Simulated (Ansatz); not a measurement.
Species: HF$_{3}$OSi, SMILES `F[Si](O)(F)F` (charge 0, multiplicity 1), formula HF₃OSi.

### Question
How many basis functions does Ansatz (a first-principles code) with frozen-core CCSD(T)/cc-pVTZ // B3LYP-D3(BJ)/def2-TZVP use, how many core orbitals are frozen, and how many electrons are correlated?

### Answer
168 basis functions and 9 frozen orbitals, which leaves 32 correlated electrons. Core time is of the order of minutes.
